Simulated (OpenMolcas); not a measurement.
Ru2+ among 4 point charges of -1 e arranged as a tetrahedron (Td).

| Property | Result |
| --- | --- |
| Program | OpenMolcas |
| Method | SS-CASPT2, IPEA 0.25 Eh, imaginary shift 0.1 Eh (closed shells correlated: 4s 4p) |
| Basis | ANO-RCC-VDZP [6s5p3d1f] |
| Scalar Hamiltonian | DKH2, point nucleus |
| Active space | 6 electrons in 5 orbitals (4d) |
| State averaging | 2S+1 = 5 even, 5 roots; 2S+1 = 3 even, 45 roots; 2S+1 = 1 even, 50 roots |
| Spin-orbit coupling | state interaction with AMFI integrals over the reference wave functions |

All point charges move together. At R = 1.88 Å the first state of the same spin is 3050 cm-1, and at R = 2.1 Å it is 2090 cm-1.

Question: A third run gives 4130 cm-1. What distance was it run at?

Answer: With a power law R^-n the two known points give n = -ln(2090 / 3050) / ln(2.1 / 1.88) = 3.42. Then R = 1.88 × (3050 / 4130)^(1/3.42) = 1.721 Å. The run was at 1.69 Å, so the estimate is off by +0.031 Å.

Roots that are degenerate in the reference are averaged as groups; the widest CASPT2 spread within a group is 390 cm-1 (the 3-fold group of multiplicity 3 near 40900 cm-1 above the lowest state of its run, R = 2.1). Shifts and gaps below about the spread of the groups concerned are not significant. An orbital doublet at a regular site is open to a Jahn-Teller distortion, which this geometry leaves out. Point charges give a weaker field than real ligands, and real ions of this kind are as a rule low spin; the high spin found here belongs to the model. The ground term spreads over less than 5000 cm-1, several times less than with real ligands, so orbital moments are less quenched and χT lies further from the spin-only value than at real sites. Free-ion shares, where given, are those of the reference states; single-state CASPT2 does not remix them. Point charges carry no covalency, so the field is a model and not that of real ligands. No measured value stands beside these numbers.
